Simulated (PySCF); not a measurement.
## UHF on Ar²⁺ (argon, charge +2)

Configuration: [Ne] 3s1 3p4 3d1, one real determinant (an excited configuration). All numbers are calculated (PySCF 2.14, the spin-free X2C one-electron Hamiltonian (Gaussian nucleus), in aug-cc-pVTZ-DK (6s5p3d2f, 50 functions)).

| Property | Result |
| --- | --- |
| Total energy | -525.910026 hartree |
| One-electron energy | -708.3567 hartree |
| Hartree (Coulomb) energy | 212.0445 hartree |
| Exchange energy | -29.5978 hartree |
| ⟨S²⟩ | 6.0038 |
| ⟨L²⟩ | 8.038 |
| Sum of ⟨r⟩ | 12.25 bohr |
| Sum of ⟨r²⟩ | 17.53 bohr² |
| Traceless quadrupole moment −½Σ⟨3z² − r²⟩ along its main axis | 0.313 e·bohr² |
| Langevin diamagnetic susceptibility | -13.9 ×10⁻⁶ cm³/mol |

| shell | electrons | mean orbital energy (hartree) | spread (hartree) | rms radius, mean of both spins (bohr) |
| --- | --- | --- | --- | --- |
| 1s α | 1 | -120.48061 | 0 | 0.0991 |
| 1s β | 1 | -120.41613 | 0 | 0.0991 |
| 2s α | 1 | -13.72127 | 0 | 0.446 |
| 2s β | 1 | -13.62950 | 0 | 0.446 |
| 2p α | 3 | -10.90161 | 0.02559 | 0.416 |
| 2p β | 3 | -10.81572 | 0.03788 | 0.416 |
| 3s α | 1 | -2.50767 | 0 | 1.40 |
| 3p α | 3 | -1.75979 | 0.11498 | 1.56 |
| 3p β | 1 | -1.44943 | 0 | 1.56 |
| 3d α | 1 | -0.82737 | 0 | 2.10 |

⟨L²⟩ = 8.04 against 12 for a pure F term, so this real determinant mixes terms. The outer electron is Rydberg-like, and this basis confines it to a smaller radius and binds it less than a complete one would.

Densities and radii are taken from the X2C orbitals without a picture-change correction, which distorts them close to the nucleus.

Spin-orbit constants ζ (cm⁻¹) from the X2C one-electron operator on these orbitals: bare nucleus, nucleus screened by l(l+1)(2l+1)/3 electrons, and screened by the Breit-Pauli mean field of the electrons.

```tsv
shell	bare	screened nucleus	mean field
2p	13110	11660	10990
3p	1303	1158	1083
3d	45.02	20.01	12.45
```

To first order the Landé constant is A = -88.21 cm⁻¹, so the lowest level has J = 5 and lies 0.0656 eV below the centre of the term. This holds in LS coupling only.
